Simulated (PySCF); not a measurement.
Iron: highly charged ions in a basis for the neutral atom

Fe²⁰⁺ [He] 2s2 2p2, Fe²¹⁺ [He] 2s2 2p1. Computed with PySCF 2.14 in def2-TZVP, with the non-relativistic Hamiltonian (point nucleus). No spin-orbit coupling, so a gap to NIST mixes the basis error with missing relativistic terms.

Changed run: basis of the neutral atom used for a highly charged ion. This setting is unsound on purpose.

```json
{"species": "Fe²⁰⁺", "method": "UHF", "sound run (hartree)": "not run", "changed run (hartree)": "-931.58642", "converged": "yes"}
{"species": "Fe²⁰⁺", "method": "BP86", "sound run (hartree)": "not run", "changed run (hartree)": "-931.86168", "converged": "yes"}
{"species": "Fe²⁰⁺", "method": "B3LYP", "sound run (hartree)": "not run", "changed run (hartree)": "-931.66207", "converged": "yes"}
{"species": "Fe²¹⁺", "method": "UHF", "sound run (hartree)": "not run", "changed run (hartree)": "-869.80811", "converged": "yes"}
{"species": "Fe²¹⁺", "method": "BP86", "sound run (hartree)": "not run", "changed run (hartree)": "-870.07712", "converged": "yes"}
{"species": "Fe²¹⁺", "method": "B3LYP", "sound run (hartree)": "not run", "changed run (hartree)": "-869.85656", "converged": "yes"}
```

Ionisation energy of Fe²⁰⁺:

```tsv
method	changed run (eV)	NIST (eV)
UHF	1681.1	1687 ± 1
BP86	1681.2	1687 ± 1
B3LYP	1681.8	1687 ± 1
```

The contracted functions were made for the neutral atom and can be too rigid for a highly charged ion.
